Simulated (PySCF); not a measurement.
Orbital picture of AsP

ωB97X at R = 1.989 Å; PySCF, no relativity, basis sets As def2-TZVPP, P def2-TZVPP. State: ¹Σ⁺ (singlet), closed shell. Only the outer orbitals are listed, counted within each symmetry.

```csv
orbital,occ.,ε (eV),on As (%),main shells (%)
10σ,2,-21.72,51,"46 As s, 43 P s"
11σ,2,-15.68,49,"44 P s, 40 As s, 8 As p"
12σ,2,-10.29,50,"44 As p, 43 P p"
5π,2,-9.85,49,"49 P p, 47 As p"
5π,2,-9.85,49,"49 P p, 47 As p"
6π,0,-0.57,52,"50 As p, 46 P p"
6π,0,-0.57,52,"50 As p, 46 P p"
13σ,0,3.47,41,"74 P p, 64 As p"
```

Task: Which are the highest filled and the lowest empty level, where do they sit, and how wide is the gap?

Result: Highest filled 5π at -9.85 eV (in %: 49 P p, 47 As p); lowest empty 6π at -0.57 eV (in %: 50 As p, 46 P p); the gap at ωB97X is 9.28 eV.

```json
{
  "bond order (Mayer)": "2.96",
  "⟨S²⟩": "0.000",
  "charge on As (Mulliken, basis-dependent)": "0.06",
  "charge on As (Löwdin, basis-dependent)": "0.09",
  "dipole moment (positive dipole means As(−)P(+))": "-0.55 D"
}
```
